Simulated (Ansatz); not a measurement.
Two structures, one formula

The two ends of one reaction step of CH₇NSn, closed shell (PBE0-D4/def2-TZVP).

A:

```xyz
10
angstrom
Sn -0.5679 0.0377 0.5264
C 1.5575 -0.1117 0.4349
N -1.2194 -0.1406 -1.3949
H -1.0101 0.6687 -1.9660
H -1.0371 1.5256 1.2530
H -1.2888 -1.2654 1.3658
H 1.9620 0.7180 -0.1457
H 1.8321 -1.0493 -0.0480
H 1.9884 -0.0826 1.4360
H -2.2168 -0.3006 -1.4615
```

B:

| atom | x (Å) | y (Å) | z (Å) |
| --- | --- | --- | --- |
| Sn1 | -1.6450 | -0.1904 | 0.5728 |
| C2 | 1.8291 | 0.0366 | -0.1750 |
| N3 | -2.3855 | -0.1845 | -1.1733 |
| H4 | 1.2073 | -0.0150 | -1.0694 |
| H5 | -1.3305 | 1.0969 | 1.6611 |
| H6 | -1.2119 | -1.6898 | 1.2491 |
| H7 | 2.8737 | 0.1326 | -0.4705 |
| H8 | 1.7097 | -0.8744 | 0.4127 |
| H9 | 1.5507 | 0.9050 | 0.4238 |
| H10 | -2.5976 | 0.7829 | -1.4313 |

Program: Ansatz 0.2.0. Basis: def2-TZVPP. Cores are frozen in the correlated methods. Filled d shells of the heavier atoms are correlated. Core potentials replace the inner electrons of the atoms past krypton. The def2 sets are not built for correlating such inner shells, so the correlated values are less sure here. B3LYP uses VWN-RPA correlation.

Question: Which structure is lower at CCSD(T), and by how much? (Judge from chemistry; the value comes from the calculation.)

Answer: By the calculation: A, by 46.30 kcal/mol (electronic energy, against the other). By their contacts, A is CH₇NSn ([CH3][SnH2][NH2]) and B is a complex of SnNH₃ ([NH][SnH2]) + CH₄.

All methods give the same order:

```json
{"method": "SPW92", "E(B) − E(A) (kcal/mol)": "48.62"}
{"method": "PBE-D4", "E(B) − E(A) (kcal/mol)": "42.25"}
{"method": "BLYP-D4", "E(B) − E(A) (kcal/mol)": "38.29"}
{"method": "r2SCAN-D4", "E(B) − E(A) (kcal/mol)": "46.30"}
{"method": "B97M-V", "E(B) − E(A) (kcal/mol)": "45.32"}
{"method": "PBE0-D4", "E(B) − E(A) (kcal/mol)": "49.66"}
{"method": "B3LYP-D4", "E(B) − E(A) (kcal/mol)": "44.93"}
{"method": "r2SCAN0-D4", "E(B) − E(A) (kcal/mol)": "51.73"}
{"method": "BHLYP-D4", "E(B) − E(A) (kcal/mol)": "52.80"}
{"method": "CAM-B3LYP-D4", "E(B) − E(A) (kcal/mol)": "50.06"}
{"method": "wB97X-V", "E(B) − E(A) (kcal/mol)": "52.40"}
{"method": "wB97M-V", "E(B) − E(A) (kcal/mol)": "51.12"}
{"method": "B2PLYP", "E(B) − E(A) (kcal/mol)": "44.01"}
{"method": "PBE-QIDH", "E(B) − E(A) (kcal/mol)": "51.45"}
{"method": "RPA on PBE", "E(B) − E(A) (kcal/mol)": "43.32"}
{"method": "HF", "E(B) − E(A) (kcal/mol)": "57.53"}
{"method": "MP2", "E(B) − E(A) (kcal/mol)": "46.02"}
{"method": "CCSD", "E(B) − E(A) (kcal/mol)": "49.69"}
{"method": "CCSD(T)", "E(B) − E(A) (kcal/mol)": "46.30"}
```

The T1 diagnostic stays at or below 0.022. The restricted Hartree–Fock reference is unstable towards an unrestricted one at one or more of these structures.

Labels in which every atom is bracketed show which atoms are joined, not bond orders.

For scale, one of the runs: CCSD(T)/def2-TZVPP, 210 basis functions, launched by `ansatz run in.yaml --threads 4 --pin off --events-out ev --progress --plain --max-ram 9574MiB`. Hardware: 4 CPU threads of an Arm Neoverse V1, shared host. Wall time 83 s; peak host memory 3.2 GiB.
